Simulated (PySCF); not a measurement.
toluene (C₇H₈), SMILES Cc1ccccc1. Atoms are numbered in the order given.

```xyz
15

C     -2.4198    -0.1039    -0.0188
C     -0.9171    -0.0371     0.0091
C     -0.1461    -1.1976     0.1856
C      1.2503    -1.1425     0.1798
C      1.9048     0.0794    -0.0015
C      1.1503     1.2436    -0.1747
C     -0.2458     1.1837    -0.1682
H     -2.8728     0.8298     0.3474
H     -2.7990    -0.9351     0.5945
H     -2.7886    -0.2631    -1.0472
H     -0.6506    -2.1588     0.3320
H      1.8305    -2.0594     0.3216
H      2.9978     0.1250    -0.0031
H      1.6519     2.2064    -0.3122
H     -0.8289     2.1014    -0.3009
```
Charge 0, spin multiplicity 1.

Coordinates come from a r2SCAN-D4/def2-SVP optimisation.

All values below come from TDA-B3LYP/def2-SVPD in PySCF.

Vertical excitations. Gas-phase values at a fixed geometry.

Computed lowest excited states:
```csv
state,energy (eV),λ (nm),f,main pairs
S1,5.29,235,0.001,"HOMO→LUMO 57 %, HOMO−1→LUMO+1 43 %"
S2,6.14,202,0.020,"HOMO→LUMO+1 58 %, HOMO−1→LUMO 39 %"
S3,6.46,192,0.002,HOMO→LUMO+2 98 %
S4,6.72,185,0.000,HOMO−1→LUMO+2 96 %
S5,6.98,178,0.006,HOMO→LUMO+3 98 %
S6,7.18,173,0.018,HOMO→LUMO+4 89 %
T1,4.06,305,0,"HOMO→LUMO+1 59 %, HOMO−1→LUMO 38 %"
T2,4.59,270,0,"HOMO→LUMO 84 %, HOMO−1→LUMO+1 16 %"
```
Triplets are in the Tamm–Dancoff approximation.
